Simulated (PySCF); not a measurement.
PySCF input for F2HOS, SMILES [OH+]=S(F)F, charge +1, B3LYP-D3(BJ)/def2-SVP. The structure is a stationary point at B3LYP-D3(BJ)/def2-SVP. The isomer is the one that the SMILES or the coordinates give; other isomers of the formula were not compared.

```python
import numpy as np
from pyscf import gto, scf, dft, df
from pyscf.hessian import thermo

mol = gto.M(
    atom='''
    O     1.41645489    0.16609748   -0.00000002
    S     0.00974119   -0.46379607   -0.00000000
    F    -0.72346810    0.27454550   -1.16880816
    F    -0.72346807    0.27454550    1.16880819
    H     1.53492732    1.15013815   -0.00000002
    ''',
    basis='def2-SVP',
    charge=1,
    spin=0,
    max_memory=1600,
    verbose=3,
)
mf = dft.RKS(mol, xc='b3lyp').density_fit(auxbasis='def2-universal-jkfit')
mf.disp = 'd3bj'
mf.grids.level = 3
mf.conv_tol = 1e-11
mf.max_cycle = 100
mf.kernel()

# [left out here: the lines that compute and print the analytic Hessian (its translational invariance restored by hand, since the grid's response is missing), thermochemistry and intensities]
```

Log of the run:

```
converged SCF energy = -672.982043303486

WARN: DFTD3 does not support analytical Hessian, using finite difference


WARN: Mole.unit (angstrom) is changed to Bohr

Mode                                 0                   1                   2
Irrep
Freq [cm^-1]                      308.4460            372.9277            474.5610
Reduced mass [au]                   2.3960             13.2010              5.8497
Force const [Dyne/A]                0.1343              1.0817              0.7762
Char temp [K]                     443.7851            536.5600            682.7876
Normal mode                   x     y     z       x     y     z       x     y     z
       0   O                 0.00 -0.00 -0.11    0.08 -0.04  0.00   -0.08  0.06 -0.00
       1   S                 0.00 -0.00  0.05    0.06 -0.00 -0.00   -0.00 -0.09  0.00
       2   F                 0.09  0.04  0.02   -0.09  0.02  0.11    0.05  0.05  0.08
       3   F                -0.09 -0.04  0.02   -0.09  0.02 -0.11    0.05  0.05 -0.08
       4   H                -0.00 -0.00 -0.62    0.15 -0.04  0.00   -0.35  0.09  0.00
Mode                                 3                   4                   5
Irrep
Freq [cm^-1]                      477.5014            875.2157            903.3796
Reduced mass [au]                   1.7411              3.6150             22.1186
Force const [Dyne/A]                0.2339              1.6315             10.6353
Char temp [K]                     687.0183           1259.2405           1299.7621
Normal mode                   x     y     z       x     y     z       x     y     z
       0   O                 0.00 -0.00 -0.14   -0.12 -0.01  0.00   -0.00 -0.00 -0.01
       1   S                 0.00  0.00  0.03   -0.01  0.06 -0.00    0.00  0.00  0.11
       2   F                 0.05 -0.00  0.01    0.05 -0.05  0.07   -0.06  0.06 -0.09
       3   F                -0.05  0.00  0.01    0.05 -0.05 -0.07    0.06 -0.06 -0.09
       4   H                 0.00 -0.00  0.74    0.48 -0.09 -0.00    0.00 -0.00  0.04
Mode                                 6                   7                   8
Irrep
Freq [cm^-1]                      947.4774           1096.2705           3538.2700
Reduced mass [au]                   4.9854              2.2542              1.0675
Force const [Dyne/A]                2.6369              1.5961              7.8740
Char temp [K]                    1363.2090           1577.2891           5090.7827
Normal mode                   x     y     z       x     y     z       x     y     z
       0   O                 0.13  0.01 -0.00   -0.08 -0.10  0.00    0.01  0.06  0.00
       1   S                -0.09  0.05  0.00    0.07  0.07 -0.00    0.00 -0.00 -0.00
       2   F                 0.04 -0.05  0.06   -0.01 -0.01  0.00   -0.00  0.00 -0.00
       3   F                 0.04 -0.05 -0.06   -0.01 -0.01 -0.00   -0.00  0.00  0.00
       4   H                -0.39  0.07  0.00   -0.64 -0.03 -0.00   -0.12 -0.96 -0.00
temperature 298.1500 [K]
pressure 101325.00 [Pa]
Rotational constants [GHz] 7.98025 7.68115 4.75509
Symmetry number 1
Zero-point energy (ZPE) 0.02049 [Eh]   53796.361 [J/mol]
                           tot       elec      trans        rot        vib
Entropy [J/mol/K]       285.226      0.000    164.452    102.570     18.204
Cv [J/mol/K]             56.506      0.000     12.472     12.472     31.562
Cp [J/mol/K]             64.820      0.000     20.786     12.472     31.562
Internal energy [J/mol]                      3718.434   3718.434  57509.394
Internal energy [Eh]   -672.95731  -672.98204
Enthalpy [J/mol]                             6197.391   3718.434  57509.394
Enthalpy [Eh]          -672.95636
Gibbs free energy [J/mol]                  -42834.088 -26862.838  52081.979
Gibbs free energy [Eh] -672.98875
static polarisability / bohr^3: [[22.377  1.305 -0.   ]
 [ 1.306 15.791  0.   ]
 [-0.     0.    18.98 ]]
largest difference of analytic and finite-field dipole derivatives / e: 0.00020399579908003673
mode   freq/cm-1   IR/(km/mol)   Raman/(A^4/amu)   depolarisation
   1      308.45        29.526             3.207            0.750
   2      372.93        24.871             1.718            0.730
   3      474.56        55.700             2.968            0.518
   4      477.50       172.549             1.096            0.750
   5      875.22        60.127             8.109            0.056
   6      903.38       181.954             5.091            0.750
   7      947.48       317.054             1.989            0.370
   8     1096.27        26.548             8.005            0.316
   9     3538.27       408.344            65.457            0.310
max |gradient| / (hartree/bohr): 0.00015134904834676697
APT charges: [-0.6802  2.0755 -0.4315 -0.4315  0.4677]
```

The calculation finished and met its thresholds.
